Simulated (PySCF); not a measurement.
SMILES COc1ccc([SeH])cc1, GFN2-xTB optimised geometry. Atoms within 1.6 Å of the plane z = 0.8 Å (x, y, z in Å): C1 (-2.98, -1.04, 0.01), O2 (-2.20, 0.13, 0.00), C3 (-0.85, 0.01, 0.00), C4 (-0.13, 1.21, 0.00), C5 (1.25, 1.20, 0.00), C6 (1.94, 0.00, 0.00), Se7 (3.85, -0.07, 0.00), C8 (1.23, -1.20, 0.00), C9 (-0.15, -1.20, 0.00), H11 (-4.02, -0.70, 0.02), H12 (-2.79, -1.64, 0.91), H13 (-0.68, 2.14, 0.00), H14 (1.79, 2.14, 0.00), H15 (4.02, 1.37, 0.01), H16 (1.77, -2.14, 0.00), H17 (-0.67, -2.14, 0.00).

Level of theory: PySCF 2.14.0 with CAM-B3LYP/def2-SVP.

Map of the HOMO−1 amplitude (bohr^(-3/2)) on the plane z = 0.8 Å; orbital energy -8.65 eV, overall sign arbitrary:

```
|=============================|
|=============================|
|=============================|
|=============================|
|=============================|
|=============================|
|=============================|
|=============================|
|=============+++++===========|
|============+++++++==========|
|===========+*####*++=========|
|===========+*%@@%%*+==--=====|
|========--=+*%@%%#+=--:--====|
|========-:-=*##**+=--:..:-===|
|========-.:=+*++=-:::.  :-===|
|=========--====--::::. .:-===|
|======+++====--:..:--:::-====|
|======+**+===-::..:-----=====|
|======++*+===---::--=========|
|=======+++======--===========|
|=============================|
|=============================|
|=============================|
|=============================|
|=============================|
|=============================|
|=============================|
|=============================|
|=============================|
```
Scale: ten equal steps from -0.101 (start of ' ') to 0.118 (end of '@'), in the order ' .:-=+*#%@'; x runs from -6.50 to 6.50, y from -6.50 (bottom) to 6.50 (top).
